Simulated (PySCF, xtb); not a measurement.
heptane cation (C7H16), SMILES C(CCC)CCC (connectivity only; charge and spin as stated), charge +1, multiplicity 2.

The structure is a stationary point at B3LYP-D3(BJ)/def2-SVP. The spin state was assumed, not searched. Other conformers were not sampled.

Method: PySCF with C-PCM-ωB97X/def2-SVP.

The values are the electrostatic part of the solvation free energy, E(continuum) − E(gas) at the gas-phase geometry, in a cavity of scaled van der Waals radii (PySCF's table); cavitation and dispersion terms are not included.

| solvent | ε | ΔG(elec) (kcal/mol) |
|---|---|---|
| water | 78.36 | -49.9 |
| 2-propanol | 19.26 | -47.9 |
| benzene | 2.27 | -28.1 |

For comparison, GFN2-xTB/ALPB(water) (xtb, at the GFN2-xTB geometry, all terms of that model) gives -47.5 kcal/mol.
